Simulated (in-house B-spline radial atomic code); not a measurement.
## RPA and G0W0 on r2SCAN0: Fe IV (Fe3+)

Configuration [Ar] 3d5, highest spin, mean-field start r2SCAN0. Computed with an all-electron radial atomic-structure program (B-spline basis): all electrons, scalar-relativistic (spin-free one-electron X2C), finite nucleus, each spin shell either full or empty, empty states to l = 9 with an (l + 1/2)⁻⁴ tail; G0W0 by contour deformation at full frequency.

Command:
```bash
python run_gw.py task.json out
```
Settings (radii: box in bohr, nucleus in fm):
```
Z                        26
electrons                23
configuration            [Ar] 3d5
hamiltonian              x2c
method                   r2scan0
lmax                     9
rms_radius               3.7377
spin_polarised           True
box_radius               14.14
intervals                69
```

Time taken, with all properties: 2.5 s on 1 thread of Arm Neoverse V1 (shared host).

Energies (hartree):

```json
{"term": "mean-field total", "value": "-1270.58079"}
{"term": "Hartree-Fock functional on these orbitals", "value": "-1269.53209"}
{"term": "direct second order", "value": "-1.7179"}
{"term": "second-order exchange", "value": "0.56516"}
{"term": "SOSEX correction", "value": "0.52176"}
```

Question: What is the RPA correlation energy, and what remains with SOSEX?

Answer: RPA gives -1.5161 hartree (-1.79 eV per electron); RPA + SOSEX gives -0.99432, and the second-order doubles -1.1528 hartree (no singles). RPA lacks exchange-type terms and so overcorrelates at short range.

Quasi-particle levels (eV):

| level | occupied | mean field | Σx - vxc | Σc | QP weight | G0W0 |
| --- | --- | --- | --- | --- | --- | --- |
| 3d up | yes | -48.53 | -7.66 | ? | ? | ? |
| 3p down | yes | -96.64 | -7.51 | 1.11 | 0.930 | -103.04 |
| 3d down | no | -35.21 | 9.67 | -4.99 | 0.948 | -30.54 |

G0W0 = mean field + (Σx - vxc) + Σc, with Σc (partial-wave tail included) taken at the quasi-particle energy. Only the outer levels were computed. Levels of low weight are left out.

Question: Where does G0W0 put 3d up?

Answer: At -54.96 eV, with Σc = 1.23 eV and a quasi-particle weight of 0.942. The tabulated removal energy is 54.91 ± 0.04 eV (NIST, measured); the calculation leaves out spin-orbit coupling, Breit and QED terms, and what these don't explain is the method's own error.
